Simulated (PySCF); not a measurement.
## Dipole response of Li⁻ (lithium, charge -1)

[He] 2s2, closed-shell 1S. Calculation: PySCF 2.14, in dyall-acv3z; the spin-free X2C one-electron Hamiltonian (Gaussian nucleus). Coupled (time-dependent) response in atomic units; α is the mean over directions.

```csv
method,mean α (bohr³),C₆ (like pair),S(−4)
UHF,1147,32300,1387000
```

S(−4) is the Cauchy moment in α(ω) = α(0) + S(−4) ω² + …

α(iu) at UHF:

```json
{"u (hartree)": "0", "α(iu) (bohr³)": "1147"}
{"u (hartree)": "0.0500", "α(iu) (bohr³)": "368.2"}
{"u (hartree)": "0.100", "α(iu) (bohr³)": "141.4"}
{"u (hartree)": "0.200", "α(iu) (bohr³)": "42.64"}
{"u (hartree)": "0.300", "α(iu) (bohr³)": "20.03"}
{"u (hartree)": "0.500", "α(iu) (bohr³)": "7.618"}
{"u (hartree)": "0.750", "α(iu) (bohr³)": "3.557"}
{"u (hartree)": "1.00", "α(iu) (bohr³)": "2.093"}
{"u (hartree)": "1.50", "α(iu) (bohr³)": "1.014"}
{"u (hartree)": "2.00", "α(iu) (bohr³)": "0.6162"}
{"u (hartree)": "3.00", "α(iu) (bohr³)": "0.3095"}
{"u (hartree)": "5.00", "α(iu) (bohr³)": "0.1284"}
```

For an ion, C₆ is the dispersion term alone; charge-induced terms of lower order in 1/R come first.
